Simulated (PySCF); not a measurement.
C6H6O, SMILES C1[C@@H](COC=1)C#C.

Geometry optimised at PBE-D3(BJ)/def2-SVP. The structure was generated by enumeration; whether it is a known compound was not checked. Other conformers were not sampled.

Two levels are set side by side: TDA-PBE/def2-SVPD (PySCF) and TDA-CAM-B3LYP/def2-SVPD (PySCF). Vertical, same geometry. The lowest singlet is HOMO→LUMO+1 73 %, HOMO→LUMO+2 17 % with PBE and HOMO→LUMO 80 % with the other functional; states are paired by order. Differences are taken from unrounded values.

```
quantity                               TDA-PBE
-------------------------------------  -------
lowest singlet excitation (eV)            5.10
lowest triplet excitation (TDA) (eV)      3.89
first bright state (f over 0.05) (eV)     6.15
its oscillator strength                   0.06
```

These are the TDA-PBE values. What does TDA-CAM-B3LYP give? (The exact figures need the calculation; the answer reports its results.)


```csv
quantity,TDA-CAM-B3LYP,TDA-PBE minus TDA-CAM-B3LYP
lowest singlet excitation (eV),6.16,-1.07
lowest triplet excitation (TDA) (eV),3.90,-0.01
first bright state (f over 0.05) (eV),6.50,-0.35
its oscillator strength,0.12,-0.05
```

A lower first singlet is the usual sign of a functional without exact exchange. Differences between two approximate levels are no errors against the true value.

Rough cost on one machine, each run with all the roots and properties that it gave: TDA-CAM-B3LYP against TDA-PBE about 5 times.
